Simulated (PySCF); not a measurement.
One molecule, many functionals

C3H8GeSi.
Atom-mapped SMILES: `[CH:1]#[C:2][GeH2:3][CH2:4][SiH3:5]` (hydrogens: H6 on C1; H7, H8 on Ge3; H9, H10 on C4; H11, H12, H13 on Si5)

Linear-response calculations in the def2-SVPD basis (PySCF; singlets by full response, triplets Tamm–Dancoff, core orbitals frozen in the response; HF means time-dependent Hartree–Fock). 'Strongest' is the level of largest summed f among the singlets computed (10 roots, of which the last may lack a degenerate partner); it can jump between rows when another state enters that window. S1 is the lowest singlet of each run and needn't be the same state throughout; f(S1) is that of one state. The structure is a single PBE0-D3(BJ)/def2-SVP conformer in the gas phase; no vibrational or solvent corrections. The LDA/def2-SVPD calculation is non-relativistic and has no spin–orbit coupling, an omission that weighs most on germanium.

```tsv
functional	kind	S1 (eV)	f(S1)	strongest (eV)	T1 (eV)	HOMO (eV)	gap (eV)	ionisation energy, ΔSCF (eV)
LDA	LDA	5.88	0.000	6.61	5.16	-7.01	5.82	9.84
PBE	GGA	5.94	0.000	6.75	4.98	-6.85	5.88	9.56
B3LYP	global hybrid, 20% exact exchange	6.06	0.000	7.32	5.00	-7.80	7.45	9.87
PBE0	global hybrid, 25% exact exchange	6.12	0.000	7.35	4.92	-8.05	7.92	9.93
BHandHLYP	global hybrid, 50% exact exchange	6.00	0.000	8.00	4.88	-9.08	9.72	10.05
CAM-B3LYP	range-separated hybrid	6.09	0.000	7.83	5.00	-9.37	10.13	10.18
wB97X-D	range-separated hybrid	6.16	0.000	8.55	5.10	-9.90	11.46	10.15
LC-wPBE	range-separated hybrid	6.17	0.000	9.01	4.90	-10.79	12.62	10.44
HF	Hartree–Fock	5.59	0.000	8.80	4.26	-10.73	12.93	not settled
```

S1 runs from 5.59 eV (HF) to 6.17 eV (LC-wPBE), a spread of 0.58 eV, while the orbital gap spreads over 7.1 eV. −ε(HOMO) comes closest to its own ΔSCF ionisation energy with wB97X-D (-0.25 eV) and misses most with LDA (-2.84 eV). 'Not settled' means that the ion's SCF failed to converge or may have ended in another state than the lowest.
